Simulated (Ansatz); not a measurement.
`CS[SiH2]I` and `CO[SiH2]SC` differ in one atom or group.

Ansatz, PBE0-D4/def2-TZVP geometries, multiplicity 1. Each molecule was computed in one conformer, which needn't be the lowest.

Elements past krypton have def2 core potentials.

```json
{"property": "HOMO energy (PBE0/def2-TZVPP) / eV", "`CS[SiH2]I`": "-7.24"}
{"property": "HOMO–LUMO gap (PBE/def2-TZVPP) / eV", "`CS[SiH2]I`": "4.44"}
{"property": "zero-point energy (PBE0-D4/def2-TZVP) / kJ/mol", "`CS[SiH2]I`": "150.6"}
{"property": "HOMO–LUMO gap (PBE0/def2-TZVPP) / eV", "`CS[SiH2]I`": "6.45"}
{"property": "ideal-gas entropy at 298 K and 1 bar (rigid rotor, harmonic PBE0-D4/def2-TZVP) / J/(mol·K)", "`CS[SiH2]I`": "362"}
{"property": "size of the dipole moment (B3LYP/def2-TZVPP) / D", "`CS[SiH2]I`": "1.52"}
```

(1) What does the change do to each property? (Best estimate.)

Answers

(1) Computed: 
```tsv
property	`CO[SiH2]SC`	shift
HOMO energy (PBE0/def2-TZVPP) / eV	-7.06	0.18
HOMO–LUMO gap (PBE/def2-TZVPP) / eV	5.33	0.89
zero-point energy (PBE0-D4/def2-TZVP) / kJ/mol	260.6	110.0
HOMO–LUMO gap (PBE0/def2-TZVPP) / eV	7.47	1.02
ideal-gas entropy at 298 K and 1 bar (rigid rotor, harmonic PBE0-D4/def2-TZVP) / J/(mol·K)	381	19
size of the dipole moment (B3LYP/def2-TZVPP) / D	1.16	-0.36
```

With PBE0 the HOMO rises by 0.18 eV and the LUMO rises by 1.21 eV, so the gap widens by about 1.03 eV. PBE moves the HOMO by 0.22 eV and ωB97M-V by 0.12 eV. The zero-point energy changes by 110.0 kJ/mol with +12 modes. Dipoles are sizes alone; their direction can turn. Modes under 60 cm⁻¹, often nearly free rotors, make the harmonic entropy too high.

B3LYP here is the variant with VWN-RPA as its local correlation; programs differ in this.

Spin–orbit coupling is left out; it splits and shifts lone-pair levels of the heavy atoms by tenths of an eV.
